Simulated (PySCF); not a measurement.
C4HCoO4, singlet, geometry from GFN2-xTB (such geometries of metal compounds can be far from the true shape); DF-PBE/def2-SVP run with PySCF.

The PySCF input:
```python
from pyscf import gto, scf, dft

mol = gto.M(
    atom='''
Co    0.168668   -0.215946    0.068540
O     2.115767    0.298485   -2.068334
C     1.354219    0.108808   -1.243786
O     0.726588    0.753388    2.783531
C     0.503050    0.387534    1.729020
O    -1.561314    1.998951   -0.634452
C    -0.881582    1.128690   -0.358237
O    -1.886893   -2.275152   -0.326937
C    -1.098266   -1.468095   -0.176808
H     1.028236   -1.316451    0.417831
''',
    basis='def2-svp',
    charge=0,
    spin=0,
    verbose=3,
)

mf = dft.RKS(mol)
mf.xc = 'pbe'
mf = mf.density_fit(auxbasis='def2-universal-jkfit')
mf.kernel()
mf.analyze()
```

Question: Predict the main parts of the log of this PySCF run.

Answer: 
```
converged SCF energy = -1835.57073945393
**** MO energy ****
MO #1   energy= -276.184059757905  occ= 2
MO #2   energy= -32.4273210527182  occ= 2
MO #3   energy= -28.1716846621451  occ= 2
MO #4   energy= -28.1599842769606  occ= 2
MO #5   energy= -28.1599839696581  occ= 2
MO #6   energy= -18.8549122202907  occ= 2
MO #7   energy= -18.8480959888063  occ= 2
MO #8   energy= -18.8480722959642  occ= 2
MO #9   energy= -18.8480687763029  occ= 2
MO #10  energy= -10.0277699369139  occ= 2
MO #11  energy= -10.0191879013852  occ= 2
MO #12  energy= -10.0191867177987  occ= 2
MO #13  energy= -10.0191411283047  occ= 2
MO #14  energy= -3.59705054137753  occ= 2
MO #15  energy= -2.33573946242515  occ= 2
MO #16  energy= -2.31482977833029  occ= 2
MO #17  energy= -2.31482921595937  occ= 2
MO #18  energy= -1.05527207991868  occ= 2
MO #19  energy= -1.04741206267455  occ= 2
MO #20  energy= -1.04728179552974  occ= 2
MO #21  energy= -1.04728049352235  occ= 2
MO #22  energy= -0.544552424632549 occ= 2
MO #23  energy= -0.505484067410031 occ= 2
MO #24  energy= -0.504429620815956 occ= 2
MO #25  energy= -0.504428611059868 occ= 2
MO #26  energy= -0.452002149433782 occ= 2
MO #27  energy= -0.440421533742009 occ= 2
MO #28  energy= -0.440421148444767 occ= 2
MO #29  energy= -0.430647667896001 occ= 2
MO #30  energy= -0.425581937165213 occ= 2
MO #31  energy= -0.425580871533476 occ= 2
MO #32  energy= -0.420088412261708 occ= 2
MO #33  energy= -0.420087680140608 occ= 2
MO #34  energy= -0.41803033838111  occ= 2
MO #35  energy= -0.414686867793381 occ= 2
MO #36  energy= -0.401788284619453 occ= 2
MO #37  energy= -0.401787898534304 occ= 2
MO #38  energy= -0.306480934612289 occ= 2
MO #39  energy= -0.273025047800299 occ= 2
MO #40  energy= -0.273023938462951 occ= 2
MO #41  energy= -0.229713379501435 occ= 2
MO #42  energy= -0.229712859339349 occ= 2
MO #43  energy= -0.0721800728143356 occ= 0
MO #44  energy= -0.0721795408941505 occ= 0
MO #45  energy= -0.071195091130642 occ= 0
MO #46  energy= -0.0557845925442054 occ= 0
MO #47  energy= -0.055783699703859 occ= 0
MO #48  energy= -0.0542905411457585 occ= 0
MO #49  energy= -0.0378950160310334 occ= 0
MO #50  energy= -0.0378944203263221 occ= 0
 ** Mulliken atomic charges  **
charge of    0Co =      0.68996
charge of    1O =     -0.16143
charge of    2C =      0.00953
charge of    3O =     -0.16142
charge of    4C =      0.00952
charge of    5O =     -0.16013
charge of    6C =      0.04171
charge of    7O =     -0.16142
charge of    8C =      0.00952
charge of    9H =     -0.11584
Dipole moment(X, Y, Z, Debye): -0.11014,  0.14090, -0.04473
```
